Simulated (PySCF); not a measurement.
A species of formula CH7NSSi has this rotational fingerprint, computed with PBE0-D3(BJ)/def2-SVP geometry optimisation, gas phase in PySCF 2.14.0:

```
Rotational constants : A = 12874, B = 1956, C = 1804 MHz
Dipole components    : |μa| = 2.09 D, |μb| = 0.94 D, |μc| = 0.21 D
Inertial defect      : -17.47 u·Å²
κ                    : -0.97
```

**Question.** Which structure is it? (One computed conformer of each.)
A. `[CH3:1][NH:2][SiH2:3][SH:4]` with C1–N2–Si3–S4 -145°, N2–Si3–S4–H 55°
B. `[CH3:1][S:2][SiH2:3][NH2:4]` with C1–S2–Si3–N4 164°, S2–Si3–N4–H 84° and -58°

**Answer.** A. It is CN[SiH2]S, a near-prolate asymmetric top, point group C1. The candidates at the same level (rigid rotor, commonest isotopes):

```tsv
SMILES	A (MHz)	B (MHz)	C (MHz)	μa (D)	μb (D)	μc (D)	Δ (u·Å²)	point group	rotor
CN[SiH2]S	12874	1956	1804	2.09	0.94	0.21	-17.47	C1	near-prolate asymmetric top
CS[SiH2]N	11172	2311	2023	0.35	0.09	0.20	-14.11	C1	near-prolate asymmetric top
```

`CS[SiH2]N` has B 18 % too high. No structure here is proved a minimum.
